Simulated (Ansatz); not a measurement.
CH5NSeSi can be A, `[SiH3]/N=C\[SeH]`, or B, `N=C[SiH2][SeH]`.

Program: Ansatz. Geometries: PBE0-D4/def2-TZVP. ΔE: electronic, gas phase. CCSD(T)/CBS adds triple-zeta CCSD(T) − MP2 to the extrapolated MP2 energy (def2 sets, frozen cores). DFT in def2-TZVPP. B3LYP here is the variant with VWN-RPA as its local correlation; programs differ in this. For Se outer-core shells are correlated without core-valence functions, which leaves a few kJ/mol of doubt a bond. Scalar relativity is left out up to krypton. Each species was taken in one conformer, which may not be the lowest.

Task: Which is lower in electronic energy at CCSD(T)/CBS, and by how much? (An estimate is asked.)

Result: The calculation gave: B, by 34.4 kJ/mol.

Task: Give E(B) − E(A) in kJ/mol with B3LYP-D4, r2SCAN-D4, HF/def2-TZVPP, B3LYP, ωB97M-V, MP2/def2-TZVPP, CCSD(T)/def2-TZVPP. (Best estimate.)

Result: Computed: B3LYP-D4 -20.6, r2SCAN-D4 -20.4, HF/def2-TZVPP -36.4, B3LYP -22.6, ωB97M-V -33.9, MP2/def2-TZVPP -25.2, CCSD(T)/def2-TZVPP -30.2. None reverses the order clearly.

Largest T1 diagnostic: 0.013.

From PBE to PBE0 (25 % exact exchange), in def2-TZVPP and without D4, E(B) − E(A) moves by −8.0 kJ/mol. In def2-TZVPP, CCSD(T) changes the Hartree–Fock value by +6.1 kJ/mol (the triples alone add +3.2 kJ/mol) and MP2 by +11.1 kJ/mol.
